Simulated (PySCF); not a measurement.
Structure revision by computed shifts

A compound C₈H₁₄OSi gives the data below (simulated from a calculation) and was assigned the structure `C=C(C)[C@@H]1C[SiH2][C@@H]1C(C)=O`.

$^{13}$C{$^{1}$H} NMR (computed): δ 209.2 (C), 151.5 (C), 123.1 (CH2), 36.1 (CH3), 33.7 (CH), 29.4 (C), 25.3 (CH3), 21.3 (CH2).

$^{1}$H NMR (300 MHz, computed): δ 5.24 (br s, 1H), 4.70 (br s, 1H), 3.97 (s, 3H), 2.30 (s, 3H), 2.12 (m, 1H), 1.88 (s, 3H), 1.45 (m, 1H), 0.84 (m, 1H).

All values are calculated (PySCF): GFN2-xTB structure, σ from GIAO-PBE0/pcSseg-1. Rapidly exchanging positions averaged, non-relativistic, one conformer, no solvent model.

Chemical shifts δ = σref − σ; TMS for $^{1}$H and $^{13}$C, all at this level.

Q: Compare with the shifts computed for the proposed structure, pairing carbons in order of shift.

A: Atom-mapped SMILES (the numbers label the heavy atoms): `[CH2:1]=[C:2]([CH3:3])[C@@H:4]1[CH2:5][SiH2:6][C@@H:7]1[C:8]([CH3:9])=[O:10]`; H(Xn) means a hydrogen on atom n.

```csv
atom,computed for proposal,given list,difference
C8,219.5,209.2,+10.3
C2,161.4,151.5,+9.9
C1,115.5,123.1,-7.6
C7,50.3,36.1,+14.2
C4,41.9,33.7,+8.2
C9,37.6,29.4,+8.2
C3,27.1,25.3,+1.8
C5,13.4,21.3,-7.9
```

The rms difference is 9.1 ppm and the largest +14.2 ppm at C7 (sp3 CH bonded to Si, α to a carbonyl). The carbon types in order of shift don't match either: C, C, CH2, CH, CH, CH3, CH3, CH2 for the proposal against C, C, CH2, CH3, CH, C, CH3, CH2 in the data. The proposal doesn't fit.

Q: Which isomer fits?

A: `C=C(C)[C@@]1([SiH3])C[C@H]1C(C)=O`.

- Carbon types of the structure: 3 × C, 1 × CH, 2 × CH2, 2 × CH3, leaving 3 H on heteroatoms.
- δC 209.2: ketone carbonyl carbon; the double bond to the heteroatom, with no lone-pair donor beside it, deshields it most.
- δC 151.5: fully substituted alkene carbon; as expected for a trigonal carbon in a double bond.
- δC 123.1: terminal =CH2 carbon; the olefinic region.
- δC 36.1: methyl carbon α to a carbonyl; the adjacent C=O deshields it moderately.

Other isomers checked: CO/C=C\[C@H](C)C1=C[SiH2]C1 (rms 32.0 ppm).

This is the structure that produced the data.

Shifts are as computed. Against solution values, carbons near 30 ppm lie about +3 ppm off and those near 130 ppm about +5 ppm. Of 1211 compounds with measured shifts, 218 miss one by over three times the rms of a fit or turn the order of signals round; such compounds aren't used in these exercises. No couplings were computed; multiplicities are counted from neighbouring protons, with m where these are inequivalent, close in shift, in a saturated or five-membered ring or joined by F or P, and br s for small geminal =CH2 splittings.
